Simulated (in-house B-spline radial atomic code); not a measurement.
**RPA and G0W0 on HSE06: Sb³⁺**

Configuration [Kr] 4d10 5s2, mean-field start HSE06. Computed with a B-spline radial code for spherical atoms: all electrons, non-relativistic, point nucleus, each spin shell either full or empty, empty states to l = 9 with an (l + 1/2)⁻⁴ tail; G0W0 by contour deformation at full frequency.

Without relativity these are model numbers: it shifts the levels of so heavy an element strongly and can reorder them.

Command:
```bash
python run_gw.py task.json out
```
Settings (radii: box in bohr, nucleus in fm):
```
Z                        51
electrons                48
configuration            [Kr] 4d10 5s2
hamiltonian              nr
method                   hse06
lmax                     9
spin_polarised           False
box_radius               14.14
intervals                53
ion_configuration        [Kr] 4d10 5s1
```

Cost of the run: 4.6 s on 1 thread of AMD EPYC 7R13 Processor, on a shared host.

Energies (hartree):

```tsv
term	value
mean-field total	-6313.67030
Hartree-Fock functional on these orbitals	-6311.68419
direct second order	-4.2116
second-order exchange	1.1561
SOSEX correction	1.0707
```

Q: What is the RPA correlation energy, and what remains with SOSEX?

A: RPA gives -3.6898 hartree (-2.09 eV per electron); RPA + SOSEX gives -2.6191, and the second-order doubles -3.0555 hartree (no singles). RPA lacks exchange-type terms and so overcorrelates at short range.

Quasi-particle levels (eV):

```json
{"level": "5s", "occupied": "yes", "mean field": "-38.11", "Σx - vxc": "-2.19", "Σc": "?", "QP weight": "?", "G0W0": "?"}
{"level": "4d", "occupied": "yes", "mean field": "-66.89", "Σx - vxc": "-7.98", "Σc": "1.04", "QP weight": "0.906", "G0W0": "-73.83"}
{"level": "5p", "occupied": "no", "mean field": "-28.077", "Σx - vxc": "4.61", "Σc": "-1.55", "QP weight": "0.950", "G0W0": "-25.016"}
```

G0W0 = mean field + (Σx - vxc) + Σc, with Σc (partial-wave tail included) taken at the quasi-particle energy. Only the outer levels were computed. Levels of low weight are left out.

Q: Where does G0W0 put 5s?

A: At -42.56 eV, with Σc = -2.25 eV and a quasi-particle weight of 0.952. The tabulated removal energy is 43.804 ± 0.025 eV (NIST, measured); the calculation leaves out relativity, Breit and QED terms, and what these don't explain is the method's own error.

Q: What does it cost to remove one electron (to [Kr] 4d10 5s1) by differences of total energies, each species on its own start (correlation terms add to the Hartree-Fock functional)?

A: HSE06 42.06 eV, Hartree-Fock functional 40.09 eV, + RPA 42.53 eV, + RPA + SOSEX 41.98 eV, + second order 43.36 eV. Tabulated: 43.804 ± 0.025 eV (NIST, measured); the calculation leaves out relativity, Breit and QED terms, and what these don't explain is the method's own error.
